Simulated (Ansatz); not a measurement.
`CO[SiH2][NH][GeH3]` → `[NH][GeH3]`• + `CO[SiH2]`•  (homolysis of the N–Si bond)

Calculated with Ansatz (gas phase, PBE0-D4/def2-TZVP geometries, no zero-point term in ΔE). CCSD(T)/CBS is the MP2 limit (def2-TZVPP, def2-QZVPP) plus CCSD(T) − MP2 in def2-TZVPP, frozen cores. No spin–orbit coupling; open shells (•) take unrestricted orbitals. For Ge outer-core shells are correlated without core-valence functions, which leaves a few kJ/mol of doubt a bond. Scalar relativity is left out up to krypton. One conformer a species, not always the lowest.

```csv
species,CCSD/def2-TZVPP energy (Eh)
`CO[SiH2][NH][GeH3]`,-2537.93528
`[NH][GeH3]`•,-2132.58436
`CO[SiH2]`•,-405.16983
```

**Question.** Work out ΔE.

**Answer.** ΔE = (-2132.58436) + (-405.16983) − (-2537.93528) = 0.18109 Eh = +113.6 kcal/mol. CCSD(T)/CBS gives +118.9 kcal/mol.

Largest T1 diagnostic among the species: 0.015.

From PBE to PBE0 (25 % exact exchange), in def2-TZVPP and without D4, ΔE moves by +2.4 kcal/mol. In def2-TZVPP, CCSD(T) changes the Hartree–Fock value by +27.0 kcal/mol (the triples alone add +2.0 kcal/mol) and MP2 by +34.3 kcal/mol; breaking electron pairs costs correlation energy, which Hartree–Fock lacks.
